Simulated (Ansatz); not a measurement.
`[AlH2][N]1C[SiH2]1` + `C=C=N` → `C=C=[N][AlH2]` + `C1N[SiH2]1`  (ligand exchange at the Al–N bond)

Gas-phase electronic energies from Ansatz, PBE0-D4/def2-TZVP geometries. CCSD(T)/CBS is the MP2 limit (def2-TZVPP, def2-QZVPP) plus CCSD(T) − MP2 in def2-TZVPP, frozen cores. This one scheme is used for every species. Functionals use def2-TZVPP. B3LYP here is the variant with VWN-RPA as its local correlation; programs differ in this. Each species was taken in one conformer, which may not be the lowest.

**Question.** Is it downhill or uphill in electronic energy at CCSD(T)/CBS, and by how much? (Best estimate.)

**Answer.** Ansatz gave: Downhill: ΔE = -4.3 kJ/mol.

**Question.** What do these levels give: BLYP-D4, B97M-V, r2SCAN0-D4, ωB97X-V, revPBE, r2SCAN, B3LYP, r2SCAN0, LC-ωPBE, SCS-MP2/def2-TZVPP, CCSD(T)/def2-TZVPP, SCS-MP2/def2-QZVPP? (Best estimate.)

**Answer.** Ansatz gave: BLYP-D4 -7.8, B97M-V -9.5, r2SCAN0-D4 -9.7, ωB97X-V -5.6, revPBE -10.5, r2SCAN -10.2, B3LYP -12.0, r2SCAN0 -10.4, LC-ωPBE -7.2, SCS-MP2/def2-TZVPP -5.5, CCSD(T)/def2-TZVPP -3.2, SCS-MP2/def2-QZVPP -5.9 kJ/mol.

Largest T1 diagnostic among the species: 0.015.

In def2-TZVPP, CCSD(T) changes the Hartree–Fock value by +9.2 kJ/mol (the triples alone add +0.8 kJ/mol) and MP2 by +5.7 kJ/mol. Leaving LDA and LC-ωPBE aside and taking each functional with its dispersion term where it has one, the values spread over 4.1 kJ/mol, from r2SCAN0-D4 to ωB97X-V. The D4 term adds +3.8 kJ/mol with B3LYP and +2.1 kJ/mol with PBE0; it sums over pairs of atoms, weighted by their polarisabilities, and B3LYP, whose exchange is more repulsive, gets the larger term.
